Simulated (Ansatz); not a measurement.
Z-matrix (Å, degrees):
```
Si
O 1 1.629
H 1 1.487 2 110.3
H 1 1.488 2 110.3 3 120.2
H 1 1.494 2 111.0 3 -119.9
Ga 2 1.794 1 136.6 3 120.4
Si 6 2.411 2 115.2 1 0.1
H 6 1.564 2 112.2 1 -179.9
H 7 1.488 6 111.3 2 -179.8
H 7 1.488 6 109.9 2 60.0
H 7 1.488 6 110.0 2 -59.4
```

The species carries charge 0 and has multiplicity 1.

List the r2SCAN/def2-TZVPP orbital energies in eV (the Gaussian-basis code of Ansatz). (An estimate is asked.)

The calculation gave: Occupied: -10122.60, -1791.18, -1791.10, -1244.78, -1101.22, -1101.11, -1101.10, -515.49, -148.39, -141.60, -141.55, -101.36, -101.06, -101.02, -96.46, -96.45, -96.45, -96.44, -96.40, -96.40, -25.38, -20.91, -20.83, -20.79, -20.67, -20.56, -14.09, -13.59, -11.47, -9.63, -9.46, -9.33, -9.07, -8.90, -7.85, -7.51, -6.85. Lowest empty: -2.43, -0.81, -0.41, 0.64, 0.91, 1.03, 1.49, 1.52.
